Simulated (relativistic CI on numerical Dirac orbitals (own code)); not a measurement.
Hyperfine structure of Al, mass number 27

Calculated at this level of theory: Dirac-Coulomb-Breit CI, orbitals from a KLI potential per configuration, model QED (radiative potential, 1s self-energy scaled to tabulated hydrogen-like ionisation energies), valence Slater integrals scaled by 0.85, P86 correlation energy added to each configuration (own radial code, finite nucleus).

Configuration list (outside the closed core [Ne]): 3s2 3p, 3s2 4s, 3s 3p2, 3s2 3d, 3s2 4p, 3s2 5s, 3s2 4d, 3s2 5p, 3s2 4f, 3s2 6s, 3s2 6p, 3s2 5f, 3s2 5g, 3s2 5d, 3p3, 3s 3p 3d. Levels of other configurations are missing.

Nuclear spin I = 5/2, μ = 3.6407 μN, Q = 0.1466 b (tables of Stone and Pyykkö). The electronic factors are computed for point nuclear moments, without core polarisation; leaving it out makes A of s and p electrons in near-neutral atoms 20 to 40 % too small, and it can dominate for d and f shells.

```
         Level  E (eV)  A (MHz)  B (MHz)
3s2 3p 2P°_1/2  0.0000      442         
3s2 3p 2P°_3/2  0.0123    98.19     16.1
 3s 3p2 4P_1/2  3.3157     1812         
 3s 3p2 4P_3/2  3.3214      826     14.8
 3s 3p2 4P_5/2  3.3307    772.1    -18.7
 3s2 4s 2S_1/2  3.7137    352.5         
 3s2 3d 2D_3/2  4.5137   -126.6     7.39
 3s2 3d 2D_5/2  4.5139    233.3     10.5
```

Levels with J = 0, under 50 % of one LS term, or S terms without an open s electron are left out. Small factors come from cancelling terms and can be off by tens of per cent or more.

For a near-neutral ion this model can misplace configurations by up to about 10,000 cm⁻¹ (more where the count of f electrons changes) and terms by 10 to 25 % of their spread. Rates follow the energies as ν³ (E1, M1) or ν⁵ (E2), so they and the lifetimes can be off by large factors. The fine structure of a lone outer electron comes out too small, for d and f at times inverted, and misplaced configurations move strength between like terms. 15 of the 26 excited levels that our extract of the measured tables holds in this range could be paired (the sources list more); they are missed by 4073 cm⁻¹ on average and 6193 at most, and levels without a partner can miss by more.

Problem. Give the hyperfine levels of 3s2 3p 2P°_1/2 relative to its centre of gravity.

Solution. With K = F(F + 1) − I(I + 1) − J(J + 1), E = AK/2: F = 2: -773.6, F = 3: 552.5 MHz.

LS names give the leading component of a level, which can be under half, so a name can repeat, a term be missing and a line seem to break the LS rules.
